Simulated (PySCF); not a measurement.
## Structure elucidation problem

An unknown has the formula C$_{2}$H$_{8}$F$_{3}$PSi$_{2}$. Its calculated NMR data are:

¹H NMR (400 MHz, computed): δ 4.51 (m, 1H), 4.31 (m, 1H), 4.18 (m, 1H), 1.20 (m, 2H), 0.22 (m, 3H).

¹³C{¹H} NMR (computed): δ 142.2 (C), -10.5 (CH3).

PySCF 2.14.0 with density-fitted response routines calculation with shielding tensors at PBE0/pcSseg-1 (GIAO) and coordinates at the GFN2-xTB level; a single conformation, no solvent, non-relativistic, fast rotation and ring inversion assumed for equivalent nuclei.

Shifts are taken against calculated references (same method and geometry level): ¹H, ¹³C vs TMS.

Question: What is the structure?

Answer: 
2 carbon signals for 2 carbons: no two carbons are equivalent. Carbon types of the structure: 1 × C, 1 × CH3, leaving 5 H on heteroatoms. δC 142.2: CF3 carbon; 3 electronegative neighbours deshield it. δC -10.5: methyl carbon bonded to Si; an electropositive neighbour leaves it electron-rich and shielded. δH 4.51: hydrogen on a silicon bonded to C, P, Si. δH 4.31, 4.18: hydrogen on a silicon bonded to C, Si. δH 1.20: hydrogen on a phosphorus bonded to Si. δH 0.22: hydrogen on a methyl carbon bonded to Si; an electropositive neighbour shields it, as in TMS itself.

Structure: `InChI=1S/C2H8F3PSi2/c1-7-8(6)2(3,4)5/h8H,6-7H2,1H3/t8-/m1/s1`.

This is the structure that produced the data.

Splittings by ¹⁹F and ³¹P in the carbon and heteronuclear signals aren't shown, as no couplings were computed. Shifts are as computed. Against solution values, carbons near 30 ppm lie about +3 ppm off and those near 130 ppm about +5 ppm. Of 1211 compounds with measured shifts, 218 miss one by over three times the rms of a fit or turn the order of signals round; such compounds aren't used in these exercises. No couplings were computed; multiplicities are counted from neighbouring protons, with m where these are inequivalent, close in shift, in a saturated or five-membered ring or joined by F or P, and br s for small geminal =CH2 splittings.
